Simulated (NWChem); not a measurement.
SiH4Se2; SMILES [SeH][SiH2][SeH]

```xyz
7

Si    -0.8876    -0.0058     0.0130
Se     0.3521     1.9010     0.2035
Se     0.3339    -1.9300    -0.1074
H     -1.7724     0.0369     1.2126
H     -1.7032    -0.0367    -1.2349
H      1.1177     1.6246    -1.0230
H      1.0297    -1.6657     1.1627
```
Atoms are numbered in this order, from 1.

Program: NWChem. Pople sets run with spherical d functions. STO-3G and 3-21G are far too small for this property and stand as cheap habits. All runs use the structure optimised with PBE0/def2-SVP. B3LYP is NWChem's, with the RPA form of VWN correlation. Field at 589 nm.

```csv
level,isotropic polarisability (bohr³),anisotropy (bohr³),relative time
B3LYP/STO-3G,33.7,21.7,1
B3LYP/6-31G*,72.3,39.2,7
B3LYP/def2-SVP,72.0,32.1,5
B3LYP/def2-SVPD,92.8,39.0,10
B3LYP/aug-cc-pVDZ,92.3,39.7,70
```

Times are rough ratios from one shared machine.
